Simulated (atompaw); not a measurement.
**What one change does to a pseudopotential (lutetium (Lu), PAW (atompaw))**

* Element: Lu (Z = 71)
* Generator: atompaw 4.2.0.5
* Type: PAW
* Functional: PBE
* Relativity: scalar-relativistic
* Frozen core: [Kr] 4d10
* Valence charge: 25
* Reference configuration: 4f14 5s2 5p6 5d1 6s2 6p0
* Partial waves: 5s (bound): rc 1.80 bohr; 6s (bound): rc 1.55 bohr; 5p (bound): rc 2.10 bohr; 6p (bound, empty): rc 2.10 bohr; 5d (bound): rc 0.80 bohr; 5d channel at 3.35 Ry: rc 0.80 bohr; 4f (bound): rc 0.95 bohr; 4f channel at -0.3 Ry: rc 0.95 bohr
* Local potential: troulliermartins scheme with l = 4 at 0.5 Ry, radius 1.80 bohr
* Core correction: smooth core density matched at 1.50 bohr
* Augmentation charge: sinc compensation charge, radius 1.60 bohr; PAW radius 2.10 bohr; waves and projectors: custom polynom vanderbiltortho

Change: local potential troulliermartins scheme with l = 4 at 0.5 Ry, radius 1.36 bohr.

Cutoffs: the cutoffs (Ry, on a coarse ladder) from which the occupation-weighted sum of valence levels, in a spherical-Bessel basis at the reference potential, stays within 10 and 1 mRy of its value at 400 Ry; they do not see the model core or the augmentation charge, which bear on the density cutoff.

Question: What does the change do?

Answer: The bound ghosts move from d to d, s; the range in which the p phases agree narrows (upper end at the end of the scan → 3.3). A state that the projectors do not describe sees the local part alone, so a deeper or shallower local part can create or remove a ghost.

```csv
quantity,base,changed
"cutoff, loose",300 Ry,300 Ry
"cutoff, tight",over 300 Ry,over 300 Ry
bound ghosts,d,"d, s"
s: phases at 2.10 bohr within 0.05 rad from the reference energy up to (Ry; the scan ends near 5),to the end of the scan,to the end of the scan
p: phases at 2.10 bohr within 0.05 rad from the reference energy up to (Ry; the scan ends near 5),to the end of the scan,3.3
d: phases at 2.10 bohr within 0.05 rad from the reference energy up to (Ry; the scan ends near 5),to the end of the scan,to the end of the scan
f: phases at 2.10 bohr within 0.05 rad from the reference energy up to (Ry; the scan ends near 5),to the end of the scan,to the end of the scan
lowest overlap eigenvalue by channel,"s 0.16, p 0.88, d 0.96, f 0.99","s 0.06, p 0.88, d 0.94, f 0.98"
```

 A true bound ghost makes a file unfit for plane-wave use even where its test errors are small: the radial tests pick states by their node count and pass the ghost by. The cutoffs see the waves, projectors and local potential, not the compensation charge or the core.
